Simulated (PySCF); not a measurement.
Computed XPS line lists of a few unrelated compounds.

Method used: delta-SCF UKS SCAN, pcX-2 on the ionised atom, pcseg-1 elsewhere, spin-free X2C (PySCF 2.14.0). Geometries: PBE0-D3(BJ)/def2-SVP; isolated species, one conformer each.

Line lists (1s up to Mg, 2p3/2 beyond; areas count atoms within a level, one atom standing for each set equivalent by bonding):
1. B 1s: 196.89 eV; C 1s: 289.60 (area 1), 289.72 (area 1), 289.90 (area 1), 290.17 (area 1), 290.32 (area 1), 290.44 (area 1) eV; O 1s: 538.78 eV
2. C 1s: 289.85 (area 1), 290.16 (area 1), 290.26 (area 1), 290.40 (area 2), 290.47 (area 1), 290.51 (area 1), 291.02 (area 1) eV; P 2p3/2: 135.76 eV
3. B 1s: 195.62 eV; C 1s: 289.79 (area 1), 290.29 (area 1), 290.38 (area 1), 290.77 (area 1), 293.31 (area 2) eV; N 1s: 404.02 eV; O 1s: 540.83 eV

Structures:
A. `C#CCP(C)C1CCC1`
B. `CC(C)=C(C)CB(O)O`
C. `C[O+](C)[B@H-](C#N)C1CC1`

**Question.** Which list belongs to which compound?

**Answer.** 
- 1 = B: no other candidate has this set of levels. B 1s: 196.89 three-coordinate boron; C 1s: 289.60 fully substituted alkene carbon, 289.72 fully substituted alkene carbon, 289.90 sp3 carbon bound to boron, 290.17 allylic carbon, 290.32 allylic carbon, 290.44 allylic carbon; O 1s: 538.78 boron-bound oxygen (×2).
- 2 = A: no other candidate has this set of levels. C 1s: 289.85 terminal alkyne carbon, 290.16 sp3 carbon bound to phosphorus, 290.26 sp3 carbon bound to phosphorus, 290.40 four-membered-ring carbon (×2), 290.47 four-membered-ring carbon, 290.51 alkyne carbon, 291.02 sp3 carbon bound to phosphorus; P 2p3/2: 135.76 phosphine phosphorus.
- 3 = C: no other candidate has this set of levels. B 1s: 195.62 four-coordinate boron; C 1s: 289.79 sp3 carbon bound to boron, 290.29 three-membered-ring carbon, 290.38 three-membered-ring carbon, 290.77 cyano carbon, 293.31 O-methyl carbon (×2); N 1s: 404.02 cyano nitrogen; O 1s: 540.83 oxygen bonded to B and 2 C.

The 2p values aren't plain energy differences: one relaxed spin-free 2p hole is combined with a matrix within the shell (ground-state 2p orbital-energy differences and spin–orbit coupling). 2p3/2, the mean of its two sublevels, lies a third of the splitting below the shell's mean and 2p1/2 two thirds above it; the statistical areas are 2:1. 1 of these hole states is spin-contaminated (⟨S²⟩ 0.87, against 0.75; counted from 0.85) and less certain.
